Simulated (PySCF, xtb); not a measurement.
CH10FNSi3, SMILES C[Si@H](N[SiH3])[SiH2]F.

GFN2-xTB run with xtb at its own geometry gives an orbital gap of 4.29 eV and a dipole moment of 2.50 D.

Geometry optimised at B3LYP-D3(BJ)/def2-SVP. The structure was generated by enumeration; whether it is a known compound was not checked. The values are those of a single conformer.

Question: What does PBE/def2-TZVP run with PySCF give? (Estimate from the structure and the level; the computed values follow.)

Answer: gap 4.42 eV (levels -6.00 and -1.58 eV), dipole 2.23 D.
